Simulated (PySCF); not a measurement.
Ligands exchanged one at a time, Sn Cl-OH. Gas-phase values, no solvent. One relaxed conformer stands for each flexible species; it need not be the lowest. Strings in code marks are SMILES.

The numbers are results of r2SCAN-D4/def2-TZVP in PySCF 2.14.0, not measurements. All candidates: neutral, multiplicity 1. 

- LUMO = -4.01 eV
- HOMO–LUMO gap = 4.70 eV
- HOMO = -8.71 eV

Task: Name which member has these values.
A) `[OH][Sn]([Cl])([Cl])[Cl]`
B) `[OH][Sn]([OH])([OH])[OH]`
C) `[OH][Sn]([OH])([OH])[Cl]`
D) `[Cl][Sn]([Cl])([Cl])[Cl]`

Result: D, `[Cl][Sn]([Cl])([Cl])[Cl]`. The others give `[OH][Sn]([OH])([OH])[OH]`: -2.40 eV, 5.40 eV, -7.79 eV; `[OH][Sn]([OH])([OH])[Cl]`: -2.81 eV, 5.19 eV, -8.00 eV; `[OH][Sn]([Cl])([Cl])[Cl]`: -3.62 eV, 4.80 eV, -8.43 eV
